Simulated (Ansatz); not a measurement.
Cost and result for the atomization energy of `[CH3][Zn][CH2]S` (10 atoms, 9 bonds).

```xyz
10

C    -0.849    1.487    1.320
Zn    0.040    0.026    0.409
C     0.922   -1.392   -0.599
S     0.865   -0.987   -2.374
H    -1.924    1.308    1.392
H    -0.459    1.608    2.334
H    -0.698    2.428    0.785
H     0.554   -2.404   -0.430
H     1.988   -1.391   -0.356
H    -0.439   -0.684   -2.481
```

Charge 0, multiplicity 1. For Zn the d shell is correlated and the shells below it are frozen. Scalar relativity is left out up to krypton. The structure was optimised at the PBE0-D4/def2-TZVP level. It is one conformer, not always the lowest. Program: Ansatz. All runs use 4 threads of an AMD EPYC 7B13 on a shared host. Times are those of one run each, without the atoms' runs, and a repeat can differ threefold. Electronic energies, without spin–orbit coupling; frozen cores. CCSD(T)/CBS adds CCSD(T) − MP2 in def2-TZVPP to the MP2 limit, and its time is that of the two runs behind it. T1 = 0.013. With those shells the extrapolation isn't a true limit. B3LYP takes the VWN-RPA correlation (the form of Gaussian; ORCA's B3LYP/G).

CCSD(T)/CBS is a level of theory with its own doubt, some kJ/mol a heavy atom from the limit and from the frozen cores, so smaller differences don't rank the functionals.

```
                             level  functions  wall time  atomization (kcal/mol)  difference from CCSD(T)/CBS  per bond
   PBE-D4/def2-TZVPP (with forces)        252      2.8 s                   776.3                         12.3       1.4
                PBE0-D4/def2-TZVPP        252      3.2 s                   767.4                          3.4       0.4
r2SCAN-D4/def2-TZVPP (with forces)        252        4 s                   770.0                          6.0       0.7
 B3LYP-D4/def2-TZVPP (with forces)        252      4.1 s                   759.4                         -4.6      -0.5
                 B2PLYP/def2-TZVPP        252      4.4 s                   753.4                        -10.6      -1.2
                ωB97X-V/def2-TZVPP        252        7 s                   768.3                          4.3       0.5
  ωB97M-V/def2-TZVPP (with forces)        252       13 s                   767.5                          3.5       0.4
                    MP2/def2-QZVPP        464       16 s                   766.1                          2.1       0.2
                CCSD(T)/def2-TZVPP        252      110 s                   745.3                        -18.7      -2.1
                 CCSD(T)/CBS(def2)          –    2.1 min                   764.0                          0.0       0.0
```

The D4 term adds +6.8 kcal/mol with B3LYP and +3.5 kcal/mol with PBE0; it sums over pairs of atoms, weighted by their polarisabilities, and B3LYP, whose exchange is more repulsive, gets the larger term. In def2-TZVPP, CCSD(T) changes the Hartree–Fock value by +189.5 kcal/mol (the triples alone add +11.1 kcal/mol) and MP2 by +199.1 kcal/mol; breaking electron pairs costs correlation energy, which Hartree–Fock lacks. From PBE to PBE0 (25 % exact exchange), in def2-TZVPP and without D4, the atomization energy moves by −8.3 kcal/mol: exact exchange takes away binding that semilocal exchange gives to molecules.
